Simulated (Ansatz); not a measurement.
System: H₃ (cation, charge +1), singlet: symmetric bend, bond length relaxed. Scanned: H-H-H angle. Other coordinates (H-H bond length) were minimised at PBE0/def2-TZVP.

The free coordinates were minimised at PBE0/def2-TZVP in PySCF; the energy column is full CI/aug-cc-pVTZ, frozen core in Ansatz (a first-principles code), in eV.

```csv
a / °,H-H bond length / Å,E
180,0.820,1.758
167.65,0.820,1.736
160.96,0.819,1.705
147.72,0.816,1.603
139.82,0.814,1.516
127.80,0.812,1.345
118.52,0.810,1.180
107.83,0.810,0.958
98.18,0.813,0.732
92.36,0.816,0.588
80.06,0.828,0.289
72.06,0.842,0.123
60,0.882,0.000
```
